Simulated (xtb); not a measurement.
H12O6Zn, charge +2, singlet, geometry from GFN2-xTB (such geometries of metal compounds can be far from the true shape), atoms displaced at random by about 0.1 Å a coordinate; xtb with GFN1-xTB.

Here is a job for xtb.
```
$ xtb mol.xyz --gfn 1 --chrg 2 --opt --input xcontrol --json

# file mol.xyz
19

Zn    -0.08587005    -0.10701880     0.06735038
O     -0.58119345     1.50279467    -0.96723925
H     -1.41035355     1.74134302    -1.38237747
H     -0.27711760     2.51744879    -0.87904962
O      1.44475963     1.08159975     0.70808064
H      1.52971055     1.56853359     1.56495923
H      2.37650020     1.08869517     0.22823454
O      1.04777478    -0.48799757    -1.85747578
H      1.73247292    -1.22764869    -1.84706635
H      0.94464056    -0.10251863    -2.43017131
O     -0.87589721     0.47929349     1.62370238
H     -1.61080417     1.35349958     1.73967019
H     -0.97449251    -0.06790790     2.35971828
O     -1.70268427    -1.00603780    -0.76533904
H     -1.58799265    -1.54564686    -1.60237999
H     -2.36484553    -1.08920747    -0.36026750
O      0.53374395    -1.67338628     0.92684385
H      0.45611013    -2.48872988     0.91697543
H      1.47047861    -1.55853650     1.26103117

# file xcontrol
$opt
  engine=inertial
$end
```

The log (banner, timings and long lists left out):

```
   ID    Z sym.   atoms
    1   30 Zn     1
    2    8 O      2, 5, 8, 11, 14, 17
    3    1 H      3, 4, 6, 7, 9, 10, 12, 13, 15, 16, 18, 19

           -------------------------------------------------
          |                Calculation Setup                |
           -------------------------------------------------

molecular fragmentation (1/2 indicates fragments):
1111111111111111222
# atoms in fragment 1/2:    16     3
 fragment masses (1/2) :      155.45       18.02
CMA distance (Bohr)    :   4.252
constraining FC (au)   :  0.0500

           -------------------------------------------------
          |                 G F N 1 - x T B                 |
           -------------------------------------------------

          ...................................................
          :                      SETUP                      :
          :.................................................:
          :  # basis functions                  52          :
          :  # atomic orbitals                  52          :
          :  # shells                           38          :
          :  # electrons                        48          :
          :  # halogen bonds                     0          :
          :  max. iterations                   250          :
          :  Hamiltonian                  GFN1-xTB          :
          :  restarted?                      false          :
          :  GBSA solvation                  false          :
          :  PC potential                    false          :
          :  electronic temp.          300.0000000     K    :
          :  accuracy                    1.0000000          :
          :  -> integral cutoff          0.2500000E+02      :
          :  -> integral neglect         0.1000000E-07      :
          :  -> SCF convergence          0.1000000E-05 Eh   :
          :  -> wf. convergence          0.2000000E-04 e    :
          :  Broyden damping             0.4000000          :
          :  net charge                          2          :
          :  unpaired electrons                  0          :
          ...................................................

 iter      E             dE          RMSdq      gap      omega  full diag
   1    -34.7033129 -0.347033E+02  0.488E+00    7.84       0.0  T
   2    -34.7173920 -0.140791E-01  0.280E+00    8.20       1.0  T
   3    -34.7176828 -0.290797E-03  0.297E-01    8.00       1.0  T
   4    -34.7181624 -0.479583E-03  0.432E-02    8.17       1.0  T
   5    -34.7181821 -0.197030E-04  0.863E-03    8.16       2.7  T
   6    -34.7181824 -0.302897E-06  0.176E-03    8.17      13.0  T
   7    -34.7181824 -0.207108E-07  0.326E-04    8.17      70.4  T
   8    -34.7181824 -0.213251E-08  0.587E-05    8.17     391.1  T
   9    -34.7181824 -0.188791E-10  0.832E-06    8.17    2757.3  T

   *** convergence criteria satisfied after 9 iterations ***

         :::::::::::::::::::::::::::::::::::::::::::::::::::::
         ::                     SUMMARY                     ::
         :::::::::::::::::::::::::::::::::::::::::::::::::::::
         :: total energy             -34.268489609702 Eh    ::
         :: gradient norm              1.236954304230 Eh/a0 ::
         :: HOMO-LUMO gap              8.166360069116 eV    ::
         ::.................................................::
         :: SCC energy               -34.718182402997 Eh    ::
         :: -> electrostatic           0.501242423769 Eh    ::
         :: repulsion energy           0.456801057416 Eh    ::
         :: dispersion energy         -0.007108264122 Eh    ::
         :: halogen bond corr.         0.000000000000 Eh    ::
         :: add. restraining           0.000000000000 Eh    ::
         :: total charge               2.000000000000 e     ::
         :::::::::::::::::::::::::::::::::::::::::::::::::::::

      -----------------------------------------------------------
     |              Fast Inertial Relaxation Engine              |
[...]
 * total energy  :   -34.5249976 Eh     change    :  -0.1162719E-04 Eh
 * total energy  :   -34.5250099 Eh     change    :  -0.1223679E-04 Eh
 * total energy  :   -34.5250229 Eh     change    :  -0.1306585E-04 Eh
 * total energy  :   -34.5250363 Eh     change    :  -0.1339255E-04 Eh
 * total energy  :   -34.5250497 Eh     change    :  -0.1335509E-04 Eh
 * total energy  :   -34.5250627 Eh     change    :  -0.1305488E-04 Eh
 * total energy  :   -34.5250749 Eh     change    :  -0.1216119E-04 Eh
 * total energy  :   -34.5250849 Eh     change    :  -0.1000896E-04 Eh
 * total energy  :   -34.5250931 Eh     change    :  -0.8225373E-05 Eh
 * total energy  :   -34.5250997 Eh     change    :  -0.6606075E-05 Eh
 * total energy  :   -34.5251049 Eh     change    :  -0.5192014E-05 Eh
 * total energy  :   -34.5251091 Eh     change    :  -0.4151697E-05 Eh
   *** GEOMETRY OPTIMIZATION CONVERGED AFTER 122 CYCLES ***
         :: total energy             -34.525109083455 Eh    ::
[...]
        28                         -0.4488265             -12.2132
        29                         -0.4213751             -11.4662
        30                         -0.4213188             -11.4647
        31                         -0.3772270             -10.2649
        32                         -0.3298007              -8.9743
        33                         -0.3290071              -8.9527
        34                         -0.3285712              -8.9409
        35                         -0.3282998              -8.9335
       ...                                ...                  ...
        52                          0.4460199              12.1368
      -------------------------------------------------------------
                  HL-Gap            0.2863201 Eh            7.7912 eV
             Fermi-level           -0.6717069 Eh          -18.2781 eV

  Mulliken/CM5 charges         n(s)   n(p)   n(d)
     1Zn    0.91071  1.17346   0.478  0.611  0.000
     2O    -0.61873 -1.00050   1.685  4.933  0.000
     3H     0.40074  0.56939   0.599  0.000  0.000
     4H     0.40024  0.56907   0.600  0.000  0.000
     5O    -0.62068 -1.00046   1.686  4.935  0.000
     6H     0.39888  0.56779   0.601  0.000  0.000
     7H     0.40037  0.56888   0.600  0.000  0.000
     8O    -0.61894 -1.00022   1.685  4.933  0.000
     9H     0.40082  0.56930   0.599  0.000  0.000
    10H     0.40002  0.56892   0.600  0.000  0.000
    11O    -0.61942 -1.00030   1.686  4.934  0.000
    12H     0.40069  0.56935   0.599  0.000  0.000
    13H     0.39971  0.56845   0.600  0.000  0.000
    14O    -0.61821 -1.00015   1.685  4.933  0.000
    15H     0.40047  0.56920   0.600  0.000  0.000
    16H     0.40128  0.56987   0.599  0.000  0.000
    17O    -0.61883 -1.00043   1.686  4.933  0.000
    18H     0.40177  0.57020   0.598  0.000  0.000
    19H     0.39912  0.56817   0.601  0.000  0.000

Wiberg/Mayer (AO) data.
largest (>0.10) Wiberg bond orders for each atom

 ---------------------------------------------------------------------------
     #   Z sym  total        # sym  WBO       # sym  WBO       # sym  WBO
 ---------------------------------------------------------------------------
     1  30 Zn   1.826 --    14 O    0.296     2 O    0.293    17 O    0.293
                             8 O    0.293    11 O    0.291     5 O    0.286
     2   8 O    1.996 --     4 H    0.831     3 H    0.830     1 Zn   0.293
     3   1 H    0.842 --     2 O    0.830
     4   1 H    0.843 --     2 O    0.831
     5   8 O    1.992 --     6 H    0.832     7 H    0.831     1 Zn   0.286
     6   1 H    0.844 --     5 O    0.832
     7   1 H    0.842 --     5 O    0.831
     8   8 O    1.996 --    10 H    0.831     9 H    0.830     1 Zn   0.293
     9   1 H    0.842 --     8 O    0.830
    10   1 H    0.843 --     8 O    0.831
    11   8 O    1.995 --    13 H    0.831    12 H    0.831     1 Zn   0.291
    12   1 H    0.842 --    11 O    0.831
    13   1 H    0.844 --    11 O    0.831
    14   8 O    1.998 --    15 H    0.830    16 H    0.830     1 Zn   0.296
    15   1 H    0.843 --    14 O    0.830
    16   1 H    0.842 --    14 O    0.830
    17   8 O    1.996 --    19 H    0.831    18 H    0.830     1 Zn   0.293
    18   1 H    0.841 --    17 O    0.830
    19   1 H    0.845 --    17 O    0.831
 ---------------------------------------------------------------------------

Topologies differ in total number of bonds
Writing topology from bond orders to xtbtopo.mol

 dipole moment from electron density (au)
     X       Y       Z
   0.0255   0.0076  -0.1338  total (Debye):    0.347

optimized geometry written to: xtbopt.xyz

           -------------------------------------------------
          | TOTAL ENERGY              -34.525109083455 Eh   |
          | GRADIENT NORM               0.000865885789 Eh/α |
          | HOMO-LUMO GAP               7.791167514898 eV   |
           -------------------------------------------------

normal termination of xtb
```
